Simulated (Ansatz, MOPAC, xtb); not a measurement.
The molecule GaO, multiplicity 2 (the spin of the measured ground state). No spin–orbit coupling. Ga is treated without relativity. The T1 diagnostic near the minimum is 0.054, so single-reference values are doubtful.

Seven points along R, fitted to fifth degree in 1/R; most abundant isotopes. In def2 and cc sets the state is the lowest found near the PBE0 minimum, followed along R.

Correlated levels freeze the inner cores; with def2 sets outer-core shells near the valence are correlated too. CBS: X⁻³ extrapolation of the correlation energy, Hartree–Fock from the larger set. The state that PM3, PM7 reach isn't checked; PM7 holds dispersion and hydrogen-bond terms.

Run with Ansatz (Gaussian orbitals); MOPAC for PM3, PM7 (differences of heats of formation); xtb for the GFN methods. Each number belongs to the level named beside it. The GFN methods have no spin term and hold the electronic entropy of 300 K.

D_e counts from each atom's lowest state at the same level, without counterpoise or zero-point energy.

```
level                                   r_e (Å)  ω_e (cm⁻¹)  ω_e x_e (cm⁻¹)  D_e (eV)  dipole (D)
-----------------------------------  ----------  ----------  --------------  --------  ----------
PM3                                       1.780         942              16         -           -
PM7                                       1.715         743             3.9         -           -
GFN2-xTB                                  1.646         722             4.5         -           -
PBE/def2-TZVPP                            1.711         757             5.4      4.80        3.55
r2SCAN/def2-TZVPP                         1.696         775             6.0      4.51        3.58
B3LYP/def2-TZVPP                          1.721  (withheld)             5.5      4.24        3.66
wB97X-V/def2-TZVPP                        1.709         720             5.7      4.23        3.75
CCSD(T)/CBS(def2-TZVPP, def2-QZVPP)  (withheld)  (withheld)             6.2         -           -
```

Question: Complete the blanks.

Answer: 
- CCSD(T)/CBS(def2-TZVPP, def2-QZVPP), r_e (Å): 1.691
- CCSD(T)/CBS(def2-TZVPP, def2-QZVPP), ω_e (cm⁻¹): 774
- B3LYP/def2-TZVPP, ω_e (cm⁻¹): 717

Measured for the ground state: ω_e 767.5 cm-1, ω_e x_e 6.24 cm-1 [Huber and Herzberg (1979), NIST Chemistry WebBook]. D_0 3.838 ± 0.22 eV (a handbook's tabulated 298 K bond energy less 3RT/2; such tables hold older values) [Luo, bond dissociation energies, CRC Handbook].

Doubts at one or more of the structures used: T1 above 0.05 (CCSD(T)/CBS(def2-TZVPP, def2-QZVPP)).

Ansatz is a first-principles code.
